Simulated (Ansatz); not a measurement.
One change: `[BH2][SbH][SiH3]` becomes `[SiH3][SbH2]`.

Ansatz, PBE0-D4/def2-TZVP geometries, multiplicity 1. 

Elements past krypton have def2 core potentials.

```json
{"property": "size of the dipole moment (B3LYP/def2-TZVPP) / D", "`[BH2][SbH][SiH3]`": "0.15"}
{"property": "HOMO energy (B3LYP/def2-TZVPP) / eV", "`[BH2][SbH][SiH3]`": "-6.93"}
{"property": "HOMO energy (PBE0/def2-TZVPP) / eV", "`[BH2][SbH][SiH3]`": "-7.11"}
{"property": "HOMO–LUMO gap (B3LYP/def2-TZVPP) / eV", "`[BH2][SbH][SiH3]`": "4.55"}
{"property": "HOMO energy (ωB97M-V/def2-TZVPP) / eV", "`[BH2][SbH][SiH3]`": "-9.11"}
{"property": "ideal-gas entropy at 298 K and 1 bar (rigid rotor, harmonic PBE0-D4/def2-TZVP) / J/(mol·K)", "`[BH2][SbH][SiH3]`": "350"}
```

(1) What does the change do to each property? (Estimate.)

Results:

(1) The calculation gave: 
| property | `[SiH3][SbH2]` | shift |
| --- | --- | --- |
| size of the dipole moment (B3LYP/def2-TZVPP) / D | 0.28 | 0.13 |
| HOMO energy (B3LYP/def2-TZVPP) / eV | -7.07 | -0.14 |
| HOMO energy (PBE0/def2-TZVPP) / eV | -7.25 | -0.14 |
| HOMO–LUMO gap (B3LYP/def2-TZVPP) / eV | 6.38 | 1.83 |
| HOMO energy (ωB97M-V/def2-TZVPP) / eV | -9.24 | -0.13 |
| ideal-gas entropy at 298 K and 1 bar (rigid rotor, harmonic PBE0-D4/def2-TZVP) / J/(mol·K) | 306 | -44 |

With PBE0 the HOMO falls by 0.14 eV and the LUMO rises by 1.73 eV, so the gap widens by about 1.87 eV. PBE moves the HOMO by -0.11 eV and ωB97M-V by -0.13 eV. The zero-point energy changes by -36.1 kJ/mol with -6 modes. Dipoles are sizes alone; their direction can turn. Modes under 60 cm⁻¹, often nearly free rotors, make the harmonic entropy too high.

B3LYP here is the variant with VWN-RPA as its local correlation; programs differ in this.

Spin–orbit coupling is left out; it splits and shifts lone-pair levels of the heavy atoms by tenths of an eV.
